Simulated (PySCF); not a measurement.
## C5H5FO: core ionisation energies

Compound: C₅H₅FO.
Z-matrix (Å and degrees, GFN2-xTB geometry), rows numbered from 1:
```
O 
C   1  1.2012
C   2  1.4661  1  128.54
C   3  1.3327  2  111.03  1  -178.38
C   4  1.4932  3  113.24  2     0.27
C   5  1.5309  4  104.17  3    -2.64
F   6  1.3752  2  110.70  1    56.31
H   3  1.0747  2  121.77  1     0.80
H   4  1.0771  3  125.95  2  -179.94
H   5  1.0912  4  111.52  3  -124.60
H   5  1.0926  4  110.87  3   115.49
H   6  1.0966  2  109.85  1   -60.66
```

Method used: delta-SCF UKS SCAN, pcX-2 on the ionised atom, pcseg-1 elsewhere, spin-free X2C in PySCF 2.14.0. Binding energies are ΔSCF values: E(core-ionised, relaxed orbitals) − E(ground state) at a fixed geometry, referred to the vacuum level.

Q: Give the core binding energies atom by atom.

A: 
```csv
atom(s),bonded to,level,binding energy (eV),above the level's lowest (eV),count
F7,C,F 1s,692.61,0.00,1
O1,C (double bond),O 1s,537.60,0.00,1
C2,O (double bond) and 2 C,C 1s,293.32,+2.33,1
C6,"F, 2 C and H",C 1s,293.27,+2.28,1
C5,2 C and 2 H,C 1s,291.59,+0.60,1
C4,"C (double bond), C and H",C 1s,291.49,+0.50,1
C3,"C (double bond), C and H",C 1s,290.99,0.00,1
```

The listed C 1s values span 2.33 eV, from C3 (bonded to C (double bond), C and H) to C2 (bonded to O (double bond) and 2 C). The widest gap between neighbouring values is 1.68 eV, between 291.59 and 293.27 eV. The values 293.27 and 293.32 eV lie too close for their order to be trusted.

Q: Which effective nuclear charge Zeff reproduces each element's mean 1s value in the hydrogen-like formula E = 13.606 eV × Zeff²?

A: C (Z = 6): mean 292.1 eV, Zeff = 4.63, Z − Zeff = 1.37; O (Z = 8): mean 537.6 eV, Zeff = 6.29, Z − Zeff = 1.71; F (Z = 9): mean 692.6 eV, Zeff = 7.13, Z − Zeff = 1.87. Means run over the listed sites, weighted by atom count.

Q: Which photon energy gives electrons from F 1s of F7 a kinetic energy of 150 eV, and what is their de Broglie wavelength?

A: hν = 692.61 + 150 = 842.61 eV, recoil neglected; λ = 12.264 Å/√(E/eV) = 1.00 Å.

Spin contamination (⟨S²⟩ against 0.75 for a pure doublet) is marked for C 1s of C4 (0.85), which makes this value less certain. Geometry: GFN2-xTB; no solvent, vibrations or thermal averaging.
